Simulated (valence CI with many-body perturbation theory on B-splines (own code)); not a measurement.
Energy levels of Tl30+

Level of theory: valence CI with perturbative core correlation (CI+MBPT): five valence electrons over a frozen Dirac-Fock core [Kr] 4d10, a basis of 7 s, 7 p, 7 d, 7 f, 4 g, 2 h functions for each j, with the one-electron correlation potential Σ1, the two-electron term Σ2, the three-electron term Σ3, Breit, model QED; selected CI, second order for the rest, scaled by the run's own slope (own B-spline code, finite nucleus).

The last digits are not significant, and no measured levels were compared; by estimate large intervals hold to a few tenths of a per cent, small ones and those within an open d or f shell to about a per cent. Core correlation moves these levels by up to 5800 cm⁻¹, and in measured spectra 5 to 20 % of such shifts remained as error; rates that hang on mixing are uncertain with them. Among the levels kept, up to 780 cm⁻¹ of a level comes from second order outside the variational space, and about a tenth of that is noise between levels of different J, which matters for small intervals. Only levels of the ground parity were solved; by the run's estimate the other parity begins above the list, which can be wrong where configurations are misplaced.

Levels 46 to 53 of 53, with energies above the lowest level, (4f5/2^5) J=5/2. "Leading %" is the weight of the configuration and term that name the level; weights of strongly mixed levels are sums over their largest components and can fall short. In the jj column 3d3/2^4 stands for four electrons in 3d with j = 3/2. Lifetimes count E1, E2, E3, M1 and M2 decay at the calculated energies, and are blank where another channel may lead or the interval is too uncertain; long ones can be off by a factor of two.

| No. | Configuration | Term | J | E (eV) | Leading % | Leading jj | Second component | Lifetime |
| --- | --- | --- | --- | --- | --- | --- | --- | --- |
| 46 | 4f5 | 2P° | 3/2 | 18.324 | 30 | 4f5/2^3 4f7/2^2 (74 %) | 20 % 4f5 6P° | 582 μs |
| 47 | 4f5 | 2H° | 11/2 | 18.504 | 40 | 4f5/2^3 4f7/2^2 (50 %) | 24 % 4f5 4G° | 409 μs |
| 48 | 4f5 | 6P° | 7/2 | 18.615 | 42 | 4f5/2^3 4f7/2^2 (50 %) | 25 % 4f5 4D° | 1.30 ms |
| 49 | 4f5 | 4F° | 9/2 | 18.644 | 37 | 4f5/2^3 4f7/2^2 (54 %) | 22 % 4f5 4H° | 548 μs |
| 50 | 4f5 | 4K° | 17/2 | 18.668 | 54 | 4f5/2^2 4f7/2^3 (94 %) | 27 % 4f5 4M° | 415 μs |
| 51 | 4f5 | 2K° | 15/2 | 18.725 | 36 | 4f5/2^3 4f7/2^2 (79 %) | 33 % 4f5 4I° | 899 μs |
| 52 | 4f5 | 4G° | 5/2 | 18.981 | 46 | 4f5/2^2 4f7/2^3 (49 %) | 23 % 4f5 4F° | 229 μs |
| 53 | 4f5 | 4D° | 3/2 | 19.041 | 38 | 4f5/2^2 4f7/2^3 (52 %) | 17 % 4f5 2P° | 206 μs |

Where two levels of one J and parity lie close, their mixing, g and order are uncertain.
